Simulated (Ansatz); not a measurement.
Reaction (substitution at a C–O bond): `COC(C)(O)F` + `NBCl` → `CNBCl` + `CC(O)(O)F`

Gas-phase electronic energies from Ansatz, PBE0-D4/def2-TZVP geometries. CBS: MP2 limit from def2 TZ/QZ plus the TZ coupled-cluster correction, frozen cores. Functionals use def2-TZVPP. Each species was taken in one conformer, which may not be the lowest.

```tsv
level	ΔE (kJ/mol)	difference from CCSD(T)/CBS
PBE-D4	-23.6	-1.8
PBE0-D4	-23.5	-1.7
PBE	-25.4	-3.6
PBE0	-25.0	-3.2
HF/def2-TZVPP	-19.0	2.8
MP2/def2-TZVPP	-22.4	-0.6
HF/def2-QZVPP	-19.0	2.8
SCS-MP2/def2-QZVPP	-22.2	-0.4
MP2/CBS(def2)	-23.8	-2.0
CCSD/CBS(def2)	-22.1	-0.3
CCSD(T)/CBS	-21.8	0
```

Largest T1 diagnostic among the species: 0.011.
